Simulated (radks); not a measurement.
The numbers below are computed, except where a source is named.
All-electron atom: the samarium ion Sm14+ in [Kr] 4d10 4f1 5s1 (the NIST ground configuration). Level of theory: non-relativistic Kohn-Sham, TPSS, spin-polarised, spherical densities, point nucleus; open shells are filled with parallel spins first (spin-orbit coupling, left out, can overturn this in heavy ions); meta-GGA in the generalised Kohn-Sham scheme; relativity is left out, which matters for an element this heavy (a radial shooting solver on a logarithmic mesh with Libxc functionals). Some entries of the table are withheld. Estimate them.

| orbital | occ. | eigenvalue (hartree) | <1/r> (bohr^-1) |
|---|---|---|---|
| 1s up | 1 | -1630.601 | 61.48 |
| 1s down | 1 | -1630.595 | 61.48 |
| 2s up | 1 | -266.5614 | 14.26 |
| 2s down | 1 | -266.5576 | 14.26 |
| 2p up | 3 | -253.5507 | 14.28 |
| 2p down | 3 | -253.5468 | 14.28 |
| 3s up | 1 | -66.67393 | 5.359 |
| 3s down | 1 | -66.64886 | 5.361 |
| 3p up | 3 | -60.94580 | 5.292 |
| 3p down | 3 | -60.92140 | 5.294 |
| 3d up | 5 | -50.31336 | 5.181 |
| 3d down | 5 | -50.29318 | 5.182 |
| 4s up | 1 | -21.14253 | 2.334 |
| 4s down | 1 | -21.08528 | 2.334 |
| 4p up | 3 | (1) | (2) |
| 4p down | 3 | (3) | (4) |
| 4d up | 5 | -14.89395 | 2.082 |
| 4d down | 5 | -14.83008 | 2.084 |
| 4f up | 1 | -9.98491 | 1.783 |
| 4f down | 0 | -9.91362 | 1.786 |
| 5s up | 1 | -9.43252 | (5) |
| 5s down | 0 | -9.32734 | (6) |

Answer. 
(1) 4p up eigenvalue (hartree): -18.89235
(2) 4p up <1/r> (bohr^-1): 2.251
(3) 4p down eigenvalue (hartree): -18.83298
(4) 4p down <1/r> (bohr^-1): 2.252
(5) 5s up <1/r> (bohr^-1): 1.140
(6) 5s down <1/r> (bohr^-1): 1.137
